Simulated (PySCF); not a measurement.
SCF from a fresh guess for singlet [BrI2]+, at the PBE0 minimum. PySCF input:

```python
from pyscf import gto, scf, dft
mol = gto.M(atom='''
Br     1.043907    -0.299855    -0.000000
I     -0.324418     0.093187     2.046305
I     -0.324418     0.093187    -2.046305''',
    basis={'Br': 'def2-TZVP', 'I': 'def2-TZVP'},
    ecp={'I': 'def2-TZVP'},
    charge=1, spin=0)
mf = dft.RKS(mol, xc='PBE0')
mf.grids.atom_grid = (50, 194)
aux = {'Br': 'def2-universal-JKFIT', 'I': 'def2-universal-JKFIT'}
mf = mf.density_fit(auxbasis=aux)
mf.conv_tol = 1e-08
mf.diis_space = 10
mf.max_cycle = 60
mf.init_guess = 'minao'
mf.verbose = 4
mf.kernel()
```

Excerpt of the output (cycles and frontier levels):

```
init E= -3083.77343568219
  HOMO = -0.944939517478458  LUMO = -0.931743061820418  gap/eV = 0.35909
cycle= 1 E= -3164.77550191547  delta_E=  -81  |g|= 4.87  |ddm|= 26.7
  HOMO = -0.308105904248503  LUMO = -0.29044194236033  gap/eV = 0.48066
cycle= 2 E= -3153.27083770089  delta_E= 11.5  |g|= 8.05  |ddm|= 12.8
  HOMO = -0.271846592520207  LUMO = -0.187638294427121  gap/eV = 2.29142
cycle= 3 E= -3167.68566701675  delta_E= -14.4  |g|= 2.13  |ddm|= 7.76
  HOMO = -0.462163630389085  LUMO = -0.413034305780754  gap/eV = 1.33688
cycle= 4 E= -3168.15132947205  delta_E= -0.466  |g|=  1.9  |ddm|=  3.3
  HOMO = -0.461135706165554  LUMO = -0.380197937762768  gap/eV = 2.20243
cycle= 5 E= -3168.85815114917  delta_E= -0.707  |g|= 0.575  |ddm|= 1.28
  HOMO = -0.474491622871952  LUMO = -0.372839141642234  gap/eV = 2.76610
cycle= 6 E= -3168.96613585726  delta_E= -0.108  |g|= 0.154  |ddm|= 0.635
  HOMO = -0.471133369744274  LUMO = -0.36129108203501  gap/eV = 2.98896
cycle= 7 E= -3168.96948512586  delta_E= -0.00335  |g|= 0.0632  |ddm|= 0.185
  HOMO = -0.471529334660527  LUMO = -0.362179713280749  gap/eV = 2.97555
cycle= 8 E= -3168.97026076112  delta_E= -0.000776  |g|= 0.00882  |ddm|= 0.0538
  HOMO = -0.471481030504367  LUMO = -0.362052848061325  gap/eV = 2.97769
cycle= 9 E= -3168.97027063049  delta_E= -9.87e-06  |g|= 0.00317  |ddm|= 0.00756
  HOMO = -0.471535359311452  LUMO = -0.362108357679692  gap/eV = 2.97766
cycle= 10 E= -3168.97027205759  delta_E= -1.43e-06  |g|= 0.000412  |ddm|= 0.00279
  HOMO = -0.471527209108479  LUMO = -0.362098001474911  gap/eV = 2.97772
cycle= 11 E= -3168.97027215222  delta_E= -9.46e-08  |g|= 0.000151  |ddm|= 0.00113
  HOMO = -0.471531844842098  LUMO = -0.362106552051912  gap/eV = 2.97761
cycle= 12 E= -3168.97027216064  delta_E= -8.42e-09  |g|= 2.72e-05  |ddm|= 0.000313
  HOMO = -0.47152987486493  LUMO = -0.362101818561858  gap/eV = 2.97769
Extra cycle  E= -3168.97027216051  delta_E= 1.28e-10  |g|= 3.94e-05  |ddm|= 6.79e-05
converged SCF energy = -3168.97027216051
```

No lower solution of this spin was found by a stability analysis within the restricted form, which does not test spin polarisation.

The search for the lowest solution, with the stability check, took 12 s on 2 threads of a shared Intel Xeon 6975P-C (Granite Rapids) host, with 148 basis functions; the process peaked at 0.43 GiB. Launch command: `OMP_NUM_THREADS=2 python axn.py task.json out`.
